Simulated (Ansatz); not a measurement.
The same group exchange along the group O, S, Se.

Gas-phase electronic energies from Ansatz, PBE0-D4/def2-TZVP geometries. CCSD(T)/CBS is the MP2 limit (def2-TZVPP, def2-QZVPP) plus CCSD(T) − MP2 in def2-TZVPP, frozen cores. Functionals use def2-TZVPP. def2 core potentials past Kr. For In, Se, Sn outer-core shells are correlated without core-valence functions, which leaves a few kJ/mol of doubt a bond. Scalar relativity is left out up to krypton.

| reaction | CCSD(T)/CBS(def2) (kJ/mol) |
| --- | --- |
| `C[O][InH2]` + `[SnH4]` → `C[O][SnH3]` + `[InH3]` | ? |
| `C[S][InH2]` + `[SnH4]` → `C[S][SnH3]` + `[InH3]` | 41 |
| `C[Se][InH2]` + `[SnH4]` → `C[Se][SnH3]` + `[InH3]` | 44 |

Q: Fill in the missing values. (Best estimate.)

A: The calculation gave: `C[O][InH2]` + `[SnH4]` → `C[O][SnH3]` + `[InH3]`: +27.4 kJ/mol.

Largest T1 diagnostic: 0.017, for `C[O][InH2]`.
